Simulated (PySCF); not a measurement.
Isomers of C7H8FN. Level of theory: PBE0-D3(BJ)/def2-SVP geometry optimisation, gas phase (PySCF). One conformer each; no zero-point energy, no entropy. No frequencies were run at this level. Point groups hold within 0.08 Å.

Question: Order them by energy at this level, lowest first, and give relative energies in kcal/mol.
A. `[CH3:1][NH:2][c:3]1[cH:4][cH:5][c:6]([F:7])[cH:8][cH:9]1` with C1–N2–C3–C4 -11° (4-fluoro-N-methylaniline)
B. `[NH2:1][CH2:2][c:3]1[cH:4][cH:5][c:6]([F:7])[cH:8][cH:9]1` with H–N1–C2–C3 58° and -58°, N1–C2–C3–C4 89°
C. `[CH:1]#[C:2][C@@H:3]1[CH2:4][C@H:5]([F:6])[CH2:7][CH:8]=[N:9]1` with C2–C3–C4–C5 -172°, C3–C4–C5–F6 180°, C4–C5–C7–C8 -43°, C5–C7–C8–N9 14°

Answer: A (0.0), B (1.5), C (60.1).

As drawn, the lowest has an aromatic ring and an N–H bond, which the highest lacks; the highest has a C≡C bond and a C=N bond, which the lowest lacks. Neighbours under 2.5 kcal/mol apart (CNc1ccc(F)cc1 and NCc1ccc(F)cc1) can change places with a better method, another conformer or zero-point energy.

```
                  SMILES      E (Eh)  E rel (kcal/mol)  dipole (D)  point group       A, B, C (MHz)
           CNc1ccc(F)cc1  -425.37448               0.0        3.34      near Cs  4840, 952.1, 800.5
           NCc1ccc(F)cc1  -425.37205               1.5        0.38           Cs  4504, 926.5, 820.5
C#C[C@@H]1C[C@H](F)CC=N1  -425.27871              60.1        0.92           C1   3072, 1138, 879.2
```
